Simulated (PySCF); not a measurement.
Compound: C3H14N2Si2.
Atom-mapped SMILES: `[CH3:1][CH:2]([CH3:3])[SiH2:4][SiH:5]([NH2:6])[NH2:7]` (hydrogens: H8, H9, H10 on C1; H11 on C2; H12, H13, H14 on C3; H15, H16 on Si4; H17 on Si5; H18, H19 on N6; H20, H21 on N7)

All values: CAM-B3LYP/def2-SVPD (PySCF, non-relativistic), on one gas-phase PBE0-D3(BJ)/def2-SVP geometry that isn't relaxed in the solvent. The solvent is an IEF-PCM continuum (Bondi radii, 1.10 Å for H, scaled by 1.2). Specific hydrogen bonds and non-electrostatic terms are outside this model.

Gas phase at CAM-B3LYP/def2-SVPD: HOMO -8.02 eV, LUMO 1.06 eV, dipole 0.73 D.

Problem. What does the continuum do to the energy, the frontier levels and the dipole at CAM-B3LYP/def2-SVPD in acetone and water?

Solution. 
| solvent | ε | E(solvent) − E(gas) (kcal/mol) | polarisation term (kcal/mol) | distortion of the solute (kcal/mol) | HOMO (eV) | LUMO (eV) | dipole (D) |
| --- | --- | --- | --- | --- | --- | --- | --- |
| acetone | 20.49 | -5.03 | -5.58 | 0.55 | -7.97 | 1.18 | 1.05 |
| water | 78.36 | -5.37 | -6.00 | 0.63 | -7.98 | 1.18 | 1.08 |

The first energy column is the sum of the next two and covers electrostatics alone. The atom shares or the degeneracy of the LUMO differ from the gas phase in acetone and water, so that column needn't follow one orbital. From acetone to water the lowering changes by a factor 1.07, Onsager's factor (ε − 1)/(2ε + 1) by 1.06 and ε itself by 3.8.

Problem. How does the static polarisability (CAM-B3LYP/def2-SVPD, frozen core, with the continuum's full static response) change?

Solution. 
| medium | isotropic (au) | principal values (au) | ⟨r²⟩ of the electrons (bohr²) |
| --- | --- | --- | --- |
| gas | 111.2 | 97.1, 105.8, 130.5 | 1630.9 |
| acetone | 151.1 | 140.5, 146.7, 166.2 | 1630.9 |
| water | 154.5 | 144.8, 150.2, 168.5 | 1630.9 |

The isotropic value in water is 1.39 times the gas-phase one; no cavity-field correction is applied. ⟨r²⟩ is taken about the centre of nuclear charge.

The values belong to the conformer `[CH3:1][CH:2]([CH3:3])[SiH2:4][SiH:5]([NH2:6])[NH2:7]`: C1–C2–Si4–Si5 -50°, C2–Si4–Si5–N6 -162°, H–N6–Si5–Si4 -95°, H–N6–Si5–Si4 52°, H–N7–Si5–Si4 27°, H–N7–Si5–Si4 178°.
